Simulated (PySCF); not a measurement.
# Radial density of Os(2+) (osmium, charge +2)

LC-wPBE, [Xe] 4f14 5d6, high-spin 5D determinant. All numbers are calculated (PySCF 2.14, a scalar-relativistic core potential, in aug-cc-pVDZ-PP with ECP60MDF (5s5p4d2f, 54 functions)). This is the valence pseudo-density: the core potential removes the inner electrons and smooths the orbitals near the nucleus.

```json
{"r (bohr)": "0.130", "4πr²ρ (e/bohr)": "4.126e-05", "4πr²(ρα − ρβ)": "0.0000"}
{"r (bohr)": "0.218", "4πr²ρ (e/bohr)": "0.0005394", "4πr²(ρα − ρβ)": "0.0001"}
{"r (bohr)": "0.366", "4πr²ρ (e/bohr)": "0.05278", "4πr²(ρα − ρβ)": "0.0051"}
{"r (bohr)": "0.616", "4πr²ρ (e/bohr)": "3.253", "4πr²(ρα − ρβ)": "0.2353"}
{"r (bohr)": "1.04", "4πr²ρ (e/bohr)": "13.10", "4πr²(ρα − ρβ)": "2.2636"}
{"r (bohr)": "1.74", "4πr²ρ (e/bohr)": "5.384", "4πr²(ρα − ρβ)": "2.3042"}
{"r (bohr)": "2.93", "4πr²ρ (e/bohr)": "0.6389", "4πr²(ρα − ρβ)": "0.3911"}
{"r (bohr)": "4.93", "4πr²ρ (e/bohr)": "0.008857", "4πr²(ρα − ρβ)": "0.0039"}
{"r (bohr)": "8.30", "4πr²ρ (e/bohr)": "2.390e-05", "4πr²(ρα − ρβ)": "0.0000"}
```

Energies and moments cover only the electrons outside the core potential. Spin-orbit coupling, absent here, splits the open shell strongly.
